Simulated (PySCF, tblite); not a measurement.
Isomers of C5H13NOSi. Calculated harmonic vibrations of the isolated species, GFN2-xTB (tblite), most abundant isotopes, no scaling. Against measured fundamentals such values can be off by several per cent, at times by over 20. Modes of hydrogen on silicon can be 10 to 20 % off. One conformer each.

Electronic energies: PBE0/pcSseg-1 single points on the GFN2-xTB geometries (PySCF, gas phase).

```csv
SMILES,"electronic energy, lowest = 0 (kJ/mol)"
C=C[Si@H](O)N(C)CC,128.4
CO[SiH2]NC1CCC1,185.6
CCCN[SiH2]C(C)=O,192.5
CC[C@@H]1CC[Si@@H](O)N1,0.0
CNC(=O)CCC[SiH3],168.3
C[C@H](CN)C(=O)C[SiH3],232.7
```

Problem. How do GFN2-xTB zero-point energies change the relative energies?

Solution. 
```
                 SMILES  ZPE (kJ/mol)  of it from modes above 1550 cm⁻¹  electronic (kJ/mol)  with ZPE, lowest = 0 (kJ/mol)  lowest mode (cm⁻¹)  rings
CC[C@@H]1CC[Si@@H](O)N1         465.2                             234.7                  0.0                            0.0                  62      1
     C=C[Si@H](O)N(C)CC         453.3                             243.0                128.4                          116.5                  33      0
       CNC(=O)CCC[SiH3]         446.3                             231.9                168.3                          149.5                  29      0
        CO[SiH2]NC1CCC1         457.0                             225.4                185.6                          177.5                  41      1
       CCCN[SiH2]C(C)=O         450.5                             236.7                192.5                          177.8                  38      0
 C[C@H](CN)C(=O)C[SiH3]         445.9                             244.2                232.7                          213.5                  31      0
```

The zero-point energies span 19.3 kJ/mol, from `C[C@H](CN)C(=O)C[SiH3]` to `CC[C@@H]1CC[Si@@H](O)N1`. The order is unchanged.

Problem. And how do the electronic energies of GFN2-xTB itself compare?

Solution. `CC[C@@H]1CC[Si@@H](O)N1` 0.0; `C=C[Si@H](O)N(C)CC` 128.6; `CNC(=O)CCC[SiH3]` 179.8; `CO[SiH2]NC1CCC1` 44.6; `CCCN[SiH2]C(C)=O` 200.5; `C[C@H](CN)C(=O)C[SiH3]` 250.4 kJ/mol, lowest = 0. Against the energies above, taken from the same isomer `CC[C@@H]1CC[Si@@H](O)N1`, the largest difference is 141.0 kJ/mol.

Problem. What do entropy and thermal enthalpy add at 298.15 K and 1 bar (rigid rotor, harmonic oscillator, one conformer each)?

Solution. 
```csv
SMILES,point group,symmetry number,S (J/(mol K)),H − H(0) (kJ/mol),ZPE + H − H(0) − TS (kJ/mol)
CC[C@@H]1CC[Si@@H](O)N1,C1,1,407.2,29.14,372.9
C=C[Si@H](O)N(C)CC,C1,1,454.6,34.18,351.9
CNC(=O)CCC[SiH3],C1,1,441.2,31.96,346.8
CO[SiH2]NC1CCC1,C1,1,430.1,30.31,359.1
CCCN[SiH2]C(C)=O,C1,1,456.1,33.53,348.1
C[C@H](CN)C(=O)C[SiH3],C1,1,435.2,31.96,348.2
```
